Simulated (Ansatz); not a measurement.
Cost and result up the ladder for Li₂Al₃ (5 atoms). The state is a doublet with charge 0. Geometry: B3LYP-D4/def2-TZVP.

```xyz
5

Al    0.608    1.960   -0.506
Al   -1.678    0.920   -0.476
Al    0.192   -0.754   -0.346
Li   -0.480    0.991    1.930
Li    1.358   -3.117   -0.602
```

Ansatz on 2 threads of Arm Neoverse V1 on a shared host. Times are rough, and most runs start from the orbitals of an earlier one. PBE0-D4/def2-TZVP serves as the yardstick here, not as an exact answer. Binding counts from free atoms at the same level (Al doublet, Li doublet; other spins of the atoms weren't run), without zero-point energy or a counterpoise term.

LC-ωPBE has ω = 0.4 bohr⁻¹. B3LYP takes the VWN-RPA correlation. Another isomer (quartet) lies 0.07 eV lower at PBE0-D4/def2-TZVP; other spin states weren't run for this one.

Run but left out: CCSD(T)/def2-TZVPP (⟨S²⟩ 1.52, where a pure state has 0.75).

```
                         level  functions  wall time  binding energy per atom (eV)  difference from PBE0-D4/def2-TZVP (eV)                        remarks
PBE-D4/def2-TZVP (with forces)        139      5.5 s                          1.48                                    0.05                              –
            B3LYP-D4/def2-TZVP        139        6 s                          1.30                                   -0.14                              –
             PBE0-D4/def2-TZVP        139       14 s                          1.43                                    0.00                              –
             LC-ωPBE/def2-TZVP        139       15 s                          1.32                                   -0.12  spin-contaminated (⟨S²⟩ 0.97)
           r2SCAN-D4/def2-TZVP        139       25 s                          1.49                                    0.06  spin-contaminated (⟨S²⟩ 0.89)
```
